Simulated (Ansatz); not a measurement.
`[Br][Ga]([Br])[Br]` and `[CH3][Ga]([Br])[Br]` differ in one atom or group.

Ansatz, PBE0-D4/def2-TZVP geometries, multiplicity 1. 

Scalar relativity is left out up to krypton.

| property | `[Br][Ga]([Br])[Br]` |
| --- | --- |
| LUMO energy (B3LYP/def2-TZVPP) / eV | -2.53 |
| LUMO energy (PBE0/def2-TZVPP) / eV | -2.22 |
| HOMO energy (PBE/def2-TZVPP) / eV | -7.41 |
| size of the dipole moment (ωB97M-V/def2-TZVPP) / D | 0.00 |
| HOMO energy (B3LYP/def2-TZVPP) / eV | -8.42 |
| HOMO energy (PBE0/def2-TZVPP) / eV | -8.71 |

Q: What does the change do to each property? (An estimate is asked.)

A: Ansatz gave: 
```
                                          property  `[CH3][Ga]([Br])[Br]`  shift
               LUMO energy (B3LYP/def2-TZVPP) / eV                  -1.63   0.90
                LUMO energy (PBE0/def2-TZVPP) / eV                  -1.38   0.84
                 HOMO energy (PBE/def2-TZVPP) / eV                  -7.01   0.40
size of the dipole moment (ωB97M-V/def2-TZVPP) / D                   2.57   2.57
               HOMO energy (B3LYP/def2-TZVPP) / eV                  -8.01   0.41
                HOMO energy (PBE0/def2-TZVPP) / eV                  -8.29   0.42
```

With PBE0 the HOMO rises by 0.42 eV and the LUMO rises by 0.84 eV, so the gap widens by about 0.42 eV. PBE moves the HOMO by 0.40 eV and ωB97M-V by 0.42 eV.

B3LYP here is the variant with VWN-RPA as its local correlation; programs differ in this.

Spin–orbit coupling is left out; it splits and shifts lone-pair levels of the heavy atoms by tenths of an eV.
